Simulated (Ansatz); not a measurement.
`[CH3][SnH]([OH])[Br]` + HCl → `[OH][SnH]([Cl])[Br]` + CH₄ at 298.15 K and 1 bar (ligand exchange at the Sn–C bond).

Computed with Ansatz on PBE0-D4/def2-TZVP structures; ΔE is electronic, products minus reactants. CCSD(T)/CBS is the MP2 limit (def2-TZVPP, def2-QZVPP) plus CCSD(T) − MP2 in def2-TZVPP, frozen cores. This one scheme is used for every species. Elements past krypton have def2 core potentials. For Br, Sn outer-core shells are correlated without core-valence functions, which leaves a few kJ/mol of doubt a bond. Scalar relativity is left out up to krypton. One conformer a species, not always the lowest.

| species | CCSD(T)/CBS energy (Eh) | H − E (kJ/mol) | S (J/(mol·K)) |
| --- | --- | --- | --- |
| `[CH3][SnH]([OH])[Br]` | -2903.65401 | 172.2 | 381.5 |
| HCl | -460.38127 | 26.6 | 186.8 |
| `[OH][SnH]([Cl])[Br]` | -3323.61080 | 78.6 | 367.1 |
| CH₄ | -40.46206 | 127.4 | 186.2 |

H − E and S are ideal-gas, rigid-rotor, harmonic terms from PBE0-D4/def2-TZVP, for one conformer and one mirror image of each species. 1 Eh = 2625.50 kJ/mol, R = 8.31446 J/(mol·K).

Question: By hand: ΔE, ΔH, ΔS and ΔG.

Answer: ΔE = (-3323.61080) + (-40.46206) − (-2903.65401) − (-460.38127) = -0.03758 Eh = -98.7 kJ/mol. Δ(H − E) = 78.6 + 127.4 − 172.2 − 26.6 = 7.2, so ΔH = -91.5 kJ/mol. ΔS = 367.1 + 186.2 − 381.5 − 186.8 = -15.0 J/(mol·K). ΔG = -91.5 − 298.15 × (-15.0)/1000 = -87.0 kJ/mol.

Question: By hand: the equilibrium constant, and the temperature at which ΔG would vanish if ΔH and ΔS stayed fixed.

Answer: log₁₀ K = −ΔG/(RT ln 10) = 15.2. ΔG = 0 at ΔH/ΔS = 6100 K, far beyond where these terms or the molecules hold.

ΔH outweighs TΔS. A doubt of 5 kJ/mol in ΔE shifts log₁₀ K by 0.9 here. Other conformers and mirror images would add mixing entropy, several J/(mol·K) or more a flexible species. Modes under 60 cm⁻¹, often nearly free rotors, make the harmonic entropy too high. These are equilibria of isolated gas molecules and say nothing of rates. Largest T1 diagnostic: 0.011 (customary marks: 0.02 for closed shells, 0.045 for open ones).
